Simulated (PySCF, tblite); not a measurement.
Isomers of C8H6Cl (doublet state). Computed values, GFN2-xTB/tblite, gas phase, harmonic and unscaled. The method is semi-empirical: single wavenumbers can be off by several per cent or more. One conformer each. Open shells enter through the occupations alone, without spin polarisation, and single modes of such species can be off by tens of per cent.

Electronic energies: B3LYP/pcH-1 single points on the GFN2-xTB geometries (PySCF, gas phase).

```
                SMILES  electronic energy, lowest = 0 (kcal/mol)
  C#CC1=CC[CH]C(Cl)=C1                                      12.3
   C#CC1=CC=C[C](Cl)C1                                       5.4
[H]/[C]=C\c1cccc(Cl)c1                                       0.0
    C#CC1=C[CH]CC=C1Cl                                       8.8
```

Question: How do GFN2-xTB zero-point energies change the relative energies?

Answer: 
```
                SMILES  ZPE (kcal/mol)  of it from modes above 1550 cm⁻¹  electronic (kcal/mol)  with ZPE, lowest = 0 (kcal/mol)  lowest mode (cm⁻¹)  rings
[H]/[C]=C\c1cccc(Cl)c1            66.6                              33.4                    0.0                              0.0                  49      1
   C#CC1=CC=C[C](Cl)C1            66.4                              31.7                    5.4                              5.2                  68      1
    C#CC1=C[CH]CC=C1Cl            66.2                              31.7                    8.8                              8.4                  79      1
  C#CC1=CC[CH]C(Cl)=C1            66.0                              31.8                   12.3                             11.7                 105      1
```

The zero-point energies span 0.6 kcal/mol, from `C#CC1=CC[CH]C(Cl)=C1` to `[H]/[C]=C\c1cccc(Cl)c1`. The order is unchanged.

Question: And how do the electronic energies of GFN2-xTB itself compare?

Answer: `[H]/[C]=C\c1cccc(Cl)c1` 7.4; `C#CC1=CC=C[C](Cl)C1` 0.0; `C#CC1=C[CH]CC=C1Cl` 2.1; `C#CC1=CC[CH]C(Cl)=C1` 6.3 kcal/mol, lowest = 0. Against the energies above, taken from the same isomer `[H]/[C]=C\c1cccc(Cl)c1`, the largest difference is 14.1 kcal/mol.

Question: What do entropy and thermal enthalpy add at 298.15 K and 1 bar (rigid rotor, harmonic oscillator, one conformer each)?

Answer: 
```tsv
SMILES	point group	symmetry number	S (cal/(mol K))	H − H(0) (kcal/mol)	ZPE + H − H(0) − TS (kcal/mol)
[H]/[C]=C\c1cccc(Cl)c1	Cs	1	92.2	5.82	44.9
C#CC1=CC=C[C](Cl)C1	Cs	1	93.1	6.02	44.7
C#CC1=C[CH]CC=C1Cl	Cs	1	92.7	6.03	44.6
C#CC1=CC[CH]C(Cl)=C1	Cs	1	92.7	6.03	44.4
```

S holds R ln(2S + 1) for the spin.
